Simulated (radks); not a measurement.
Question: Ionisation ladder of gallium, from Ga to Ga21+. Each ion is in the ground configuration listed by NIST, and IE = E(next ion) - E(this ion). Calculated with a radial shooting solver on a logarithmic mesh with Libxc functionals: non-relativistic Kohn-Sham, LDA (Slater exchange, Perdew-Wang correlation), spin-unpolarised, spherical densities, point nucleus.

| species | configuration | IE, Delta-SCF (eV) | -e(HOMO) (eV) | HOMO | <r> HOMO (bohr) |
|---|---|---|---|---|---|
| Ga | [Ar] 3d10 4s2 4p1 | 5.914 | 2.767 | 4p | 3.38 |
| Ga+ | [Ar] 3d10 4s2 | 21.127 | 16.355 | 4s | 2.24 |
| Ga2+ | [Ar] 3d10 4s1 | ? | 26.023 | 4s | 2.09 |
| Ga3+ | [Ar] 3d10 | ? | 53.215 | 3d | 0.784 |
| Ga4+ | [Ar] 3d9 | 89.218 | 76.533 | 3d | 0.741 |
| Ga5+ | [Ar] 3d8 | 116.09 | 102.29 | 3d | 0.705 |
| Ga6+ | [Ar] 3d7 | 145.09 | 130.25 | 3d | 0.675 |
| Ga7+ | [Ar] 3d6 | 176.07 | 160.26 | 3d | 0.649 |
| Ga8+ | [Ar] 3d5 | 208.94 | 192.20 | 3d | 0.626 |
| Ga9+ | [Ar] 3d4 | 243.61 | 225.98 | 3d | 0.605 |
| Ga10+ | [Ar] 3d3 | ? | 261.53 | 3d | 0.586 |
| Ga11+ | [Ar] 3d2 | 318.11 | 298.79 | 3d | 0.568 |
| Ga12+ | [Ar] 3d1 | 357.83 | 337.70 | 3d | 0.553 |
| Ga13+ | [Ar] | 471.81 | 452.51 | 3p | 0.579 |
| Ga14+ | [Ne] 3s2 3p5 | 510.94 | 491.24 | 3p | 0.570 |
| Ga15+ | [Ne] 3s2 3p4 | 550.85 | 530.77 | 3p | 0.562 |
| Ga16+ | [Ne] 3s2 3p3 | ? | 571.05 | 3p | 0.553 |
| Ga17+ | [Ne] 3s2 3p2 | 632.76 | 612.02 | 3p | 0.545 |
| Ga18+ | [Ne] 3s2 3p1 | 674.52 | 653.57 | 3p | 0.538 |
| Ga19+ | [Ne] 3s2 | 758.47 | 738.28 | 3s | 0.546 |
| Ga20+ | [Ne] 3s1 | 797.52 | 778.50 | 3s | 0.540 |
| Ga21+ | [Ne] | 2009.6 | 1949.2 | 2p | 0.188 |

Estimate the withheld Delta-SCF values.

Answer: Ga2+: 31.063 eV (NIST 30.726); Ga3+: 64.659 eV (NIST 63.24); Ga10+: 280.02 eV (NIST 280); Ga16+: 591.49 eV (NIST 600).

Beside tabulated values, note that spin-unpolarised runs miss the spin-polarisation part of the exchange energy of open shells.
